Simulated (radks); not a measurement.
Values are calculated unless marked as measured or tabulated.
Mean orbital radii <r> (bohr) of the titanium ion Ti+, [Ar] 3d2 4s1, at several levels of relativity; Dirac values are averaged over j with weights 2j + 1. Spin-unpolarised spherical Kohn-Sham, PBE, point nucleus unless stated (finite: rms radius 3.5921 fm), a radial shooting solver on a logarithmic mesh with Libxc functionals. A level marked "c x" has the speed of light scaled by that factor and shares open shells by 2j + 1; other Dirac levels either fill j = l - 1/2 first or share by 2j + 1.

shell	non-rel.	Dirac, 2j+1 shares	Dirac, 2j+1 shares, finite nucleus	Dirac, c x 0.85	change of magnitude, last against first (%)
1s	0.07017	0.06959	0.06959	0.06936	-1.15
2s	0.3276	0.3247	0.3247	0.3236	-1.20
2p	0.2909	0.2898	0.2898	0.2894	-0.48
3s	1.014	1.007	1.007	1.004	-0.98
3p	1.088	1.086	1.086	1.085	-0.28
3d	1.508	1.519	1.519	1.523	+0.97
4s	3.210	3.190	3.190	3.182	-0.87
4p (empty)	3.953	3.947	3.947	3.945	-0.21
